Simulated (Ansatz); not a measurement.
`[Cl][Ga]([Cl])[I]` + `CNC` → `C[N](C)[Ga]([Cl])[Cl]` + HI at 600 K and 1 bar (ligand exchange at a Ga–I bond).

Calculated with Ansatz (gas phase, PBE0-D4/def2-TZVP geometries, no zero-point term in ΔE). CCSD(T)/CBS is the MP2 limit (def2-TZVPP, def2-QZVPP) plus CCSD(T) − MP2 in def2-TZVPP, frozen cores. def2 core potentials past Kr. For Ga, I outer-core shells are correlated without core-valence functions, which leaves a few kJ/mol of doubt a bond. Scalar relativity is left out up to krypton. Each species was taken in one conformer, which may not be the lowest.

| species | CCSD(T)/CBS energy (Eh) | H − E (kJ/mol) | S (J/(mol·K)) |
| --- | --- | --- | --- |
| `[Cl][Ga]([Cl])[I]` | -3141.09973 | 51.0 | 410.3 |
| `CNC` | -135.00321 | 284.6 | 333.5 |
| `C[N](C)[Ga]([Cl])[Cl]` | -2978.03927 | 295.5 | 502.3 |
| HI | -298.03592 | 31.6 | 227.0 |

H − E and S are ideal-gas, rigid-rotor, harmonic terms from PBE0-D4/def2-TZVP, for one conformer and one mirror image of each species. 1 Eh = 2625.50 kJ/mol, R = 8.31446 J/(mol·K).

By hand: ΔE, ΔH, ΔS and ΔG.

ΔE = (-2978.03927) + (-298.03592) − (-3141.09973) − (-135.00321) = 0.02775 Eh = 72.9 kJ/mol. Δ(H − E) = 295.5 + 31.6 − 51.0 − 284.6 = -8.5, so ΔH = 64.4 kJ/mol. ΔS = 502.3 + 227.0 − 410.3 − 333.5 = -14.5 J/(mol·K). ΔG = 64.4 − 600 × (-14.5)/1000 = 73.1 kJ/mol.

By hand: the equilibrium constant, and the temperature at which ΔG would vanish if ΔH and ΔS stayed fixed.

log₁₀ K = −ΔG/(RT ln 10) = -6.4. ΔH and −TΔS have one sign here, so there is no such temperature.

The number of gas molecules stays the same, so ΔS is small and ΔH decides. A doubt of 5 kJ/mol in ΔE shifts log₁₀ K by 0.4 here. Other conformers and mirror images would add mixing entropy, several J/(mol·K) or more a flexible species. These are equilibria of isolated gas molecules and say nothing of rates. Largest T1 diagnostic: 0.012 (customary marks: 0.02 for closed shells, 0.045 for open ones).
